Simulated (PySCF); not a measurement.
How methods differ on the ionisation energy of Br

Br [Ar] 3d10 4s2 4p5 (2P) → Br⁺ [Ar] 3d10 4s2 4p4 (3P), as a difference of total energies. Computed with PySCF 2.14 in aug-cc-pVQZ-DK, with scalar relativity by spin-free X2C-1e. Correlated levels: valence: [Ar] 3d10 frozen. The calculations carry no spin-orbit coupling.

| method | ionisation energy (eV) | plus first-order spin-orbit estimate | error of that sum (eV) |
| --- | --- | --- | --- |
| UHF | 10.713 | 10.694 | -1.120 |
| LDA | 12.074 | 12.055 | +0.241 |
| PBE | 11.785 | 11.766 | -0.048 |
| PBE0 | 11.792 | 11.772 | -0.042 |
| r2SCAN | 11.850 | 11.831 | +0.017 |
| LC-wPBE | 11.855 | 11.836 | +0.022 |
| wB97X-V | 11.877 | 11.858 | +0.044 |
| wB97X | 11.839 | 11.819 | +0.005 |
| revPBE | 11.710 | 11.691 | -0.123 |
| MP2 (valence) | 11.676 | 11.656 | -0.158 |
| SCS-MP2 (valence) | 11.693 | 11.673 | -0.141 |

Reference: 11.814 eV (measured; NIST Atomic Spectra Database, ionization energies).

A first-order spin-orbit estimate (lowest level to lowest level, LS coupling) adds -0.020 eV.

Errors of the correlated levels include the incompleteness of this basis and the frozen core.
